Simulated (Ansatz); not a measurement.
A series at Sb: from `[Cl][Sb]([Cl])[Cl]`, ligands are replaced one by one, each step taking up H–F and setting free HCl; n counts the steps. Ansatz, PBE0-D4/def2-TZVP geometries.

CBS adds triple-zeta CCSD(T) − MP2 to the MP2 limit, frozen cores; atoms without spin–orbit coupling. Elements past krypton have def2 core potentials. Outer-core shells of Sb are correlated without core-valence functions. Spin–orbit coupling is left out.

```tsv
n	molecule	atomization energy, CCSD(T)/CBS (kJ/mol)
0	`[Cl][Sb]([Cl])[Cl]`	972.1
1	`[F][Sb]([Cl])[Cl]`	?
2	`[F][Sb]([F])[Cl]`	1226.4
3	`[F][Sb]([F])[F]`	1360.5
```

Q: By hand: fit a straight line y = ȳ + b (n − n̄) to the 3 given rows and predict n = 1.

A: n̄ = 1.667, ȳ = 1186.33; Σ(n − n̄)(y − ȳ) = 602.63, Σ(n − n̄)² = 4.667, so b = 129.13 kJ/mol a step. Prediction: 1186.33 + (129.13) × (-0.667) = 1100.2 kJ/mol.

Q: By hand: compare with the computed value, 1097.0 kJ/mol, and give the steps along the whole series.

A: The line misses by -3.2 kJ/mol (computed minus predicted). Steps: 124.9, 129.4, 134.1 kJ/mol.

The steps differ by at most 9.2 kJ/mol, 7 % of a mean step, so the ligands' effects nearly add and a line is close. The miss is 0.8 % of the series' range. The energies themselves are unsure by some kJ/mol a bond, though much of that is common to the series.
